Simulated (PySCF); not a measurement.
## Which determinant of AlSn lies lowest?

Unrestricted PBE0; Al x2c-SVPall, Sn x2c-SVPall; spin-free X2C with a Gaussian nucleus (PySCF 2.14). Outer shells of the fragments: Al 3s2 3p1; Sn 4d10 5s2 5p2.

Followed along the bond (rough minima from three points):

```tsv
2Ms+1	unpaired	⟨S²⟩ at the start	R at minimum (Å)	Te (eV)
4	σ ↑, π ↑↑	3.75	2.65	0.00
2	σ ↓, π ↑↑	1.77	2.63	0.28
2	π ↑	0.75	2.90	0.80
2	π ↑	0.78	2.49	1.05
```

Solutions found at the starting distance of 2.545 Å, counted from the lowest of them; the search is not exhaustive and high or unbound solutions are not listed, so other states can lie among these:

```tsv
2Ms+1	unpaired	term	E (eV)	⟨S²⟩	⟨Lz²⟩	μ (D)
4	σ ↑, π ↑↑	⁴Σ⁻	0.00	3.75	0.00	-0.62
2	σ ↓, π ↑↑	mixed	0.27	1.77	0.00	-0.69
2	π ↑	²Π	1.03	0.78	1.00	-1.10
2	π ↑	²Π	1.12	0.75	1.00	0.86
4	π ↑↑↑	⁴Π	2.26	3.76	1.00	-0.24
4	σ ↑, π ↑↑	mixed	2.43	3.76	2.01	1.44
```

A term symbol is given only where ⟨S²⟩ and ⟨Lz²⟩ are close to those of a pure state; real π, δ and φ orbitals otherwise mix terms. A positive dipole means Al(−)Sn(+).

Spin–orbit coupling is left out. Counting both spins, an empty level lies below a filled one in some of these solutions, because spin and occupation are held.
